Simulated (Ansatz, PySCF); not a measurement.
Pair of molecules: SiH4 (SMILES [SiH4]) (first 5 atoms) with H2Se (SMILES [SeH2]); geometry from B3LYP-D3(BJ)/def2-TZVP, rigid monomers moved along the line of their centres of mass till Si1···Se6 is 3.50 Å.
(charge 0, multiplicity 1):
```xyz
8

Si     0.19509    -0.00971     0.03557
H     -0.61412    -1.17604     0.45011
H     -0.44402     1.23783     0.51023
H      0.27287     0.02524    -1.44510
H      1.56163    -0.11595     0.59033
Se    -0.07327     0.02115     3.52542
H      0.34611     1.42313     3.38312
H     -1.46740     0.37302     3.21888
```

Counterpoise-corrected where a basis set is named; no monomer relaxation.

Correlated levels freeze the cores. Filled d and f shells under p-block atoms count as core. CBS(a, b) extrapolates the correlation energy as X⁻³ and adds the Hartree–Fock energy of set b.

Programs: Ansatz (a program for electronic structure); PySCF for the dispersion terms. Values without a source in brackets are computed.

PBE/def2-TZVPPD gives 0.53 kcal/mol for the interaction energy.

### Question
Where do these levels fall relative to PBE: PBE-D3(BJ)/def2-TZVPPD, r2SCAN/def2-TZVPPD, PBE0/def2-TZVPPD, wB97M-V/def2-TZVPPD, MP2/CBS(def2-SVPD, def2-TZVPPD), CCSD(T)/CBS(def2-SVPD, def2-TZVPPD).

### Answer
PBE-D3(BJ)/def2-TZVPPD -1.43; r2SCAN/def2-TZVPPD -0.40; PBE0/def2-TZVPPD -0.04; wB97M-V/def2-TZVPPD -1.10; MP2/CBS(def2-SVPD, def2-TZVPPD) -0.64; CCSD(T)/CBS(def2-SVPD, def2-TZVPPD) -0.43 kcal/mol. 0 of 6 lie above PBE; the widest gap is to PBE-D3(BJ)/def2-TZVPPD.
